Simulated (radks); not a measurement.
The numbers below are computed, except where a source is named.
These are the eigenvalues of the occupied orbitals of an atom or ion with whole-number occupations (eV). Code: a radial shooting solver on a logarithmic mesh with Libxc functionals. Model: scalar-relativistic Kohn-Sham, Wu-Cohen GGA, spin-unpolarised, spherical densities, point nucleus.

1s: -88139.20
2s: -15770.66
2p: -13527.58
3s: -3791.517
3p: -3148.503
3d: -2492.916
4s: -864.2132
4p: -653.5180
4d: -409.7758
5s: -151.9259
4f: -140.6694
5p: -93.5481
5d: -28.8481
6s: -19.3339
6p: -9.8744

Which element is it, and in what charge state? The configuration may be excited.

Answer. Z = 82, lead, charge +1: Pb+ in [Hg] 6p1. The list shows which subshells hold electrons but not how many an open one holds; the 1s level, -3239.1 hartree, gives Z - s = 80.5 by -(Z - s)^2/2, which with screening and relativity narrows Z to a few neighbours, and the depths of the outer levels then fix element, charge and occupations together.
